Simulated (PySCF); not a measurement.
Sn(F)2(Cl)(Me) (CH₃ClF₂Sn), SMILES [CH3][Sn]([F])([F])[Cl]. The structure is a stationary point at PBE-D3(BJ)/def2-SVP. The structure was generated by enumeration; whether it is a known compound was not checked. The def2 effective core potentials stand for the cores of Sn; spin–orbit coupling is left out.

Computed equilibrium geometry at PBE-D3(BJ)/def2-SVP (PySCF confirms it by a frequency run) as bond lengths and angles, and its point group:
point group Cs.
Atoms: C1 Sn2 F3 F4 Cl5 H6 H7 H8. Bonded distances (Å): C1–Sn2 2.144, C1–H6 1.105, C1–H7 1.105, C1–H8 1.105, Sn2–F3 1.948, Sn2–F4 1.948, Sn2–Cl5 2.349. Angles (°): Sn2–C1–H6 108.3, Sn2–C1–H7 107.5, Sn2–C1–H8 107.5, H6–C1–H7 111.2, H6–C1–H8 111.2, H7–C1–H8 111.1, C1–Sn2–F3 111.6, C1–Sn2–F4 111.6, C1–Sn2–Cl5 115.9, F3–Sn2–F4 103.6, F3–Sn2–Cl5 106.6, F4–Sn2–Cl5 106.6.
Charge 0, spin multiplicity 1.
